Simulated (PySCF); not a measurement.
Computed IR spectrum (relative IR intensity) of a molecule C₃H₄Cl₂Si. Coordinates come from a PBE0-D3(BJ)/def2-SVP optimisation. The values are those of a single conformer. Calculation: PBE0-D3(BJ)/def2-SVP run with PySCF. Frequencies are harmonic and unscaled.

Lines under 2 % of the strongest are left out, and lines within 2 cm⁻¹ are merged.

```
ν (cm⁻¹)  relative intensity
--------  ------------------
219                      6.0
344                       13
353                       21
475                       25
591                      100
655                       67
753                       31
767                       77
806                       78
818                       99
1268                      23
1418                     6.4
2173                      49
3473                      41
```

Q: Which molecule gave these data?
A. C#C[Si](C)(Cl)Cl
B. [SiH3]C(Cl)=C=CCl
C. [SiH3]C=C=C(Cl)Cl
D. C#CC[SiH](Cl)Cl

A: A, C#C[Si](C)(Cl)Cl
